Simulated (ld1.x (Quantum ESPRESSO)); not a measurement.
## An odd input for ld1.x (Quantum ESPRESSO) 7.5 (Hf)

Command:

```bash
ld1.x < Hf.in > Hf.out
```

Input:

```
&input
   title='Hf', zed=72., rel=1, dft='REVPBE', iswitch=3,
   config='[Xe] 4f14 5d2 6s2 6p0',
   nld=3, rlderiv=3.50, eminld=-2.0, emaxld=5.0, deld=0.02
 /
 &inputp
   pseudotype=2, tm=.false., lloc=0,
   nlcc=.true., new_core_ps=.true., rcore=1.50,
   file_pseudopw='Hf.UPF', file_wfcaegen='ae.wfc', file_wfcncgen='nc.wfc', file_beta='beta', file_chi='chi'
 /
3
6P  2  1   0.00   0.00  0.15  0.15  0.0
5D  3  2   2.00   0.00  2.25  2.25  0.0
6S  1  0   2.00   0.00  2.85  2.85  0.0
 &test
   configts(1)='5d2 6s2 6p0'
 /
```

This is an input that runs to its end, with one change: radius of 6P set to 0.15 bohr.

Question: How does the run end?

Answer: The program runs through. The occupied levels of the test differ from the all-electron ones by at most 0.00000 Ry (unchanged input: 0.00000 Ry).

```
     mesh =1271 r(mesh) =  99.31870 xmin = -7.00 dx = 0.01250

     n l     nl             e AE (Ry)        e PS (Ry)    De AE-PS (Ry)
     3 2     5D   1( 2.00)       -0.19412       -0.19412        0.00000
     1 0     6S   1( 2.00)       -0.37198       -0.37198        0.00000
     2 1     6P   1( 0.00)       -0.10128       -0.10128        0.00000

     eps = 2.0E-15  iter = 10

     Etot =  -30157.120309 Ry,  -15078.560155 Ha, -410308.524400 eV
     Etotps =   -35.702628 Ry,     -17.851314 Ha,    -485.759007 eV

     Ekin =       4.976351 Ry,       2.488176 Ha,      67.706710 eV
     Encl =      -8.499770 Ry,      -4.249885 Ha,    -115.645267 eV
     Ehrt =       4.846159 Ry,       2.423079 Ha,      65.935348 eV
     Ecxc =     -32.587300 Ry,     -16.293650 Ha,    -443.372804 eV
     (Ecc =     -30.015690 Ry,     -15.007845 Ha,    -408.384266 eV)
     Epseu=      -4.438068 Ry,      -2.219034 Ha,     -60.382994 eV

     ---------------------- End of pseudopotential test ----------------------
```
